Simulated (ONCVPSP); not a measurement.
Be: one change to an ONCV potential, before and after

- Element: beryllium (Be)
- Generator: ONCVPSP 4.0.1
- Type: optimised norm-conserving Vanderbilt (ONCV)
- Functional: LDA (Perdew-Wang 92)
- Relativity: scalar-relativistic
- Frozen core: none
- Valence charge: 4
- Reference configuration: 1s2 2s2
- Partial waves: 1s+2s: rc 0.65 bohr, ncon 5, nbas 8, qcut 15.9 1/bohr, 2 projectors; p scattering state at 0.21 Ha: rc 0.55 bohr, ncon 5, nbas 9, qcut 17.2 1/bohr, 2 projectors, debl 2.1 Ha; d scattering state at 0.34 Ha: rc 0.65 bohr, ncon 3, nbas 6, qcut 15.5 1/bohr, 3 projectors, debl 1.5 Ha
- Local potential: polynomial inside 0.35 bohr (lpopt 5, dvloc0 0 Ha)
- Core correction: none

All-electron outer shells of the reference configuration (LDA (PZ), scalar-relativistic, ld1.x):

```csv
shell,level (eV),outermost node (bohr),outermost maximum (bohr)
1s,-104.93,–,0.27
2s,-5.61,0.60,2.04
```

Change: s: qcut 21.1.

Cutoffs: the cutoffs (Ha) at which the residual kinetic energy of the hardest occupied pseudo-wave falls to 1 and 0.1 mHa per electron; they do not see the model core or the augmentation charge, which bear on the density cutoff. Errors are all-electron minus pseudo energies relative to the spin-unpolarised reference configuration.

Q: Predict the effect on cutoff, ghosts and configuration errors.

A: The potential gets neither clearly harder nor softer (120 Ha and 323 Ha → 152 Ha and 180 Ha); both files keep a bound ghost (d); of the 4 tests that both files solve, the error grows in 0 and shrinks in 2 by more than 15 % and 0.3 meV (median size 1.2 → 0.9 meV).

| quantity | base | changed |
| --- | --- | --- |
| cutoff, loose | 120 Ha | 152 Ha |
| cutoff, tight | 323 Ha | 180 Ha |
| bound ghosts | d | d |
| GHOST(+) flags under 300 eV | none | none |
| error for 1s2 2s1, meV [ΔE 9.51 eV] | +0.3 | +0.3 |
| error for 1s2 2s0, meV [ΔE 27.29 eV] | +2.1 | +1.6 |
| error for 1s2 2s1.5, meV [ΔE 3.75 eV] | +0.1 | +0.1 |
| error for 1s1 2s2, meV [ΔE 126.73 eV] | +444 | +299 |
| s: phases at 0.66 bohr within 0.05 rad from the reference energy up to (Ha; the scan ends near 5) | to the end of the scan | to the end of the scan |
| p: phases at 0.56 bohr within 0.05 rad from the reference energy up to (Ha; the scan ends near 5) | to the end of the scan | to the end of the scan |
| d: phases at 0.66 bohr within 0.05 rad from the reference energy up to (Ha; the scan ends near 5) | to the end of the scan | to the end of the scan |

 A true bound ghost makes a file unfit for plane-wave use even where its test errors are small: the radial tests pick states by their node count and pass the ghost by.
